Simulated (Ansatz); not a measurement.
C$_{3}$H$_{7}$BS (`B1CCCS1`), relaxed with RKS PBE0-D4/def2-TZVP in the Gaussian-basis code of Ansatz from a PBE-D4/def2-SVP geometry. The force threshold is 0.005 eV/Å; the program also tests the step.

Charge 0, multiplicity 1.

Start:

```xyz
12

B     0.201   -1.181    1.073
C    -0.964   -0.535    0.221
C    -0.428    0.804   -0.325
C     1.060    0.640   -0.648
S     1.782   -0.466    0.663
H     0.126   -2.068    1.897
H    -1.183   -1.247   -0.612
H    -1.919   -0.427    0.774
H    -0.539    1.584    0.459
H    -0.981    1.165   -1.219
H     1.224    0.136   -1.624
H     1.621    1.595   -0.660
```

Problem. By how much does the energy fall, and how many steps does the optimiser take? (Estimate.)

Solution. Ansatz gave: 4.98 kJ/mol, in 4 steps.

Problem. Which bonds change most? (Best estimate.)

Solution. Ansatz gave: C4–S5 from 1.861 to 1.830 Å; B1–H6 from 1.213 to 1.192 Å; C4–H11 from 1.110 to 1.093 Å; C4–H12 from 1.108 to 1.090 Å.

Problem. Give the relaxed structure. (Best estimate.)

Solution. The calculation gave: 
```xyz
12

B     0.200   -1.172    1.067
C    -0.956   -0.532    0.217
C    -0.424    0.797   -0.320
C     1.054    0.631   -0.643
S     1.762   -0.453    0.651
H     0.122   -2.042    1.879
H    -1.168   -1.229   -0.609
H    -1.898   -0.423    0.760
H    -0.529    1.562    0.456
H    -0.970    1.151   -1.200
H     1.207    0.136   -1.605
H     1.600    1.574   -0.655
```
